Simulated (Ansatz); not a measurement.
`[SiH3][N]([SiH3])[ZnH]` from Hartree–Fock to CCSD(T)

| atom | x (Å) | y (Å) | z (Å) |
| --- | --- | --- | --- |
| Si1 | 1.0640 | -0.6546 | 1.0335 |
| N2 | 0.0818 | -0.0148 | -0.2250 |
| Si3 | -1.4517 | 0.7216 | 0.0281 |
| Zn4 | 0.7118 | -0.1249 | -1.9519 |
| H5 | 2.3260 | -1.1740 | 0.4284 |
| H6 | 1.4248 | 0.3765 | 2.0476 |
| H7 | 0.4027 | -1.7781 | 1.7563 |
| H8 | -1.9788 | 1.1782 | -1.2918 |
| H9 | -2.4443 | -0.2197 | 0.6205 |
| H10 | -1.3676 | 1.9056 | 0.9297 |
| H11 | 1.2312 | -0.2157 | -3.3755 |

Charge 0, multiplicity 1. For Zn the d shell is correlated and the shells below it are frozen. Scalar relativity is left out up to krypton. The structure was optimised at the PBE0-D4/def2-TZVP level. Frozen core, restricted reference, Ansatz.

```tsv
basis	HF (Eh)	MP2 corr.
def2-SVP	-2413.76130	-0.68270
def2-TZVPP	-2414.28214	-0.98246
def2-QZVPP	-2414.34568	-1.05136
```

Q: Estimate the CCSD correlation energy and the (T) correction in each basis where they were run (hartree).

A: 
| basis | CCSD corr. | (T) |
| --- | --- | --- |
| def2-SVP | -0.71235 | -0.01972 |
| def2-TZVPP | -0.98207 | -0.03360 |
